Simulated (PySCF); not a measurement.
# Two-photon absorption: `CB(C)C(F)=C=CF`, C₅H₇BF₂

Geometry (Å), atoms numbered from 1 in this order:
```xyz
15

C    -0.7777    1.2210    0.6838
B    -0.7358   -0.1163   -0.1260
C    -2.0310   -0.8870   -0.5480
C     0.6480   -0.7420   -0.5457
F     0.6050   -1.8298   -1.3384
C     1.8192   -0.2781   -0.1510
C     2.9356    0.2749    0.2475
F     3.5553   -0.0454    1.3814
H     0.1719    1.5204    1.1490
H    -1.5788    1.2177    1.4400
H    -1.0587    2.0138   -0.0366
H    -2.9563   -0.3000   -0.4599
H    -1.9566   -1.3334   -1.5514
H    -2.1196   -1.7471    0.1447
H     3.4633    1.0486   -0.3216
```

Level of theory: TDDFT CAM-B3LYP/aug-cc-pVDZ excited states, vertical, gas phase (PySCF). Geometry: PBE0-D3(BJ)/def2-SVP.

(1) How strongly do the lowest singlets absorb one photon, and two photons of half the energy?

## Answers

(1) δ for parallel linear polarisation; σ at the peak of a Lorentzian of half width 0.1 eV, single beam; Ω is circular over linear.
```csv
state,E (eV),f,photon λ (nm),δ (au),σ (GM),Ω,main
S1,4.55,0.001,545,0.34,0.00,1.45,HOMO→LUMO 0.95
S2,5.73,0.254,433,108,1.29,1.01,HOMO−1→LUMO 0.87
S3,5.91,0.025,420,8.64,0.11,0.86,"HOMO−1→LUMO+3 0.37, HOMO−1→LUMO+5 0.15"
S4,6.00,0.012,414,2.64,0.04,1.39,HOMO−2→LUMO 0.87
S5,6.16,0.001,402,0.38,0.01,1.45,HOMO−3→LUMO 0.90
S6,6.96,0.213,356,74.4,1.32,0.45,"HOMO→LUMO+1 0.59, HOMO→LUMO+3 0.23"
```
